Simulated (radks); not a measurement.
Question: Mo3+, configuration [Kr] 4d3 (the NIST ground configuration). All-electron calculation, non-relativistic Kohn-Sham, r2SCAN, spin-unpolarised, spherical densities, point nucleus; meta-GGA in the generalised Kohn-Sham scheme; relativity is left out, which matters for an element this heavy. Program: a radial shooting solver on a logarithmic mesh with Libxc functionals. Some entries of the table are withheld. Estimate them.

orbital,occ.,eigenvalue (hartree),<r^2> (bohr^2),<1/r> (bohr^-1)
1s,2,-712.9345,0.001765,41.48
2s,2,(1),0.02958,9.365
2p,6,(2),0.02256,9.343
3s,2,-18.23356,0.2211,3.253
3p,6,-15.15906,0.2199,(3)
3d,10,-9.55756,(4),2.969
4s,2,-3.47706,1.435,1.198
4p,6,-2.58800,1.706,1.091
4d,3,-1.21563,2.946,(5)

Answer: 
(1) 2s eigenvalue (hartree): -100.4817
(2) 2p eigenvalue (hartree): -92.54677
(3) 3p <1/r> (bohr^-1): 3.153
(4) 3d <r^2> (bohr^2): 0.2062
(5) 4d <1/r> (bohr^-1): 0.8282
